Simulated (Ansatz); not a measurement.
Two isomers of C2H8OSi2: A = `C=C[SiH2][SiH2]O`, B = `C[SiH]1CO[SiH2]1`.

Isolated molecules relaxed with PBE0-D4/def2-TZVP in Ansatz; ΔE leaves out vibrations. CCSD(T)/CBS adds triple-zeta CCSD(T) − MP2 to the extrapolated MP2 energy (def2 sets, frozen cores). Functionals use def2-TZVPP. B3LYP here is the variant with VWN-RPA as its local correlation; programs differ in this. Each species was taken in one conformer, which may not be the lowest.

Question: Which is lower in electronic energy at CCSD(T)/CBS, and by how much? (Best estimate.)

Answer: The calculation gave: A, by 16.8 kJ/mol.

Question: Give E(B) − E(A) in kJ/mol with MP2/def2-TZVPP, B3LYP, CCSD(T)/def2-TZVPP, PBE0-D4, HF/def2-TZVPP, B3LYP-D4, ωB97M-V. (Best estimate.)

Answer: Ansatz gave: MP2/def2-TZVPP 10.7, B3LYP 20.9, CCSD(T)/def2-TZVPP 16.4, PBE0-D4 -2.9, HF/def2-TZVPP 39.8, B3LYP-D4 18.4, ωB97M-V 4.9. The order is the other way round with PBE0-D4.

Largest T1 diagnostic: 0.012.

In def2-TZVPP, CCSD(T) changes the Hartree–Fock value by −23.4 kJ/mol (the triples alone add −1.8 kJ/mol) and MP2 by −29.1 kJ/mol.
